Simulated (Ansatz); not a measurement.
Program: Ansatz. Geometries: PBE0-D4/def2-TZVP. ΔE: electronic, gas phase. CCSD(T)/CBS adds triple-zeta CCSD(T) − MP2 to the extrapolated MP2 energy (def2 sets, frozen cores). This one scheme is used for every species. Functionals use def2-TZVPP. B3LYP here is the variant with VWN-RPA as its local correlation; programs differ in this. For Br outer-core shells are correlated without core-valence functions, which leaves a few kJ/mol of doubt a bond. Scalar relativity is left out up to krypton. Each species was taken in one conformer, which may not be the lowest.

Reaction (ligand exchange at the Si–O bond): `CO[Si](C)(N)O` + HBr → `CO[Si](C)(N)Br` + H₂O

`CO[Si](C)(N)O`:

Cartesian coordinates in Å:
```
C 0.738 -1.238 -1.540
O 0.899 -1.000 -0.163
Si 0.178 0.245 0.637
C -1.671 0.078 0.641
N 0.560 1.741 -0.086
O 0.811 0.127 2.149
H 1.512 -1.937 -1.864
H -0.240 -1.686 -1.755
H 0.833 -0.314 -2.121
H -2.136 0.850 1.259
H -2.085 0.156 -0.368
H -1.962 -0.893 1.049
H -0.137 2.461 -0.170
H 1.487 2.129 -0.028
H 1.212 -0.718 2.359
```

HBr:

Z-matrix (Å, degrees):
```
Br
H 1 1.420
```

`CO[Si](C)(N)Br`:

```xyz
14

C    -1.755    0.907    1.043
O    -0.424    0.950    0.578
Si    0.389   -0.336   -0.009
C     2.065    0.304   -0.447
N    -0.458   -1.127   -1.254
Br    0.559   -1.904    1.583
H    -2.112    1.932    1.149
H    -1.808    0.412    2.018
H    -2.406    0.373    0.342
H     2.522    0.802    0.409
H     1.989    1.028   -1.262
H     2.715   -0.512   -0.769
H    -0.667   -2.109   -1.219
H    -0.609   -0.721   -2.161
```

H₂O:

Cartesian coordinates in Å:
```
O 0.083 0.177 0.336
H -0.500 0.489 -0.359
H 0.416 -0.666 0.023
```

```tsv
level	ΔE (kJ/mol)
r2SCAN-D4	1.5
B3LYP-D4	2.4
r2SCAN	2.1
PBE0	-2.5
B3LYP	8.4
CCSD(T)/def2-TZVPP	4.2
HF/def2-QZVPP	12.6
MP2/CBS(def2)	-11.8
```

Question: What does CCSD(T)/CBS give? (Estimate.)

Answer: The calculation gave: -3.8 kJ/mol. The listed levels differ from it by 5.3, 6.2, 5.9, 1.3, 12.2, 8.0, 16.4, -8.0 kJ/mol.

Largest T1 diagnostic among the species: 0.011.

The D4 term adds −6.0 kJ/mol with B3LYP and −3.2 kJ/mol with PBE0; it sums over pairs of atoms, weighted by their polarisabilities, and B3LYP, whose exchange is more repulsive, gets the larger term. In def2-TZVPP, CCSD(T) changes the Hartree–Fock value by −7.4 kJ/mol (the triples alone add −2.0 kJ/mol) and MP2 by −15.5 kJ/mol.
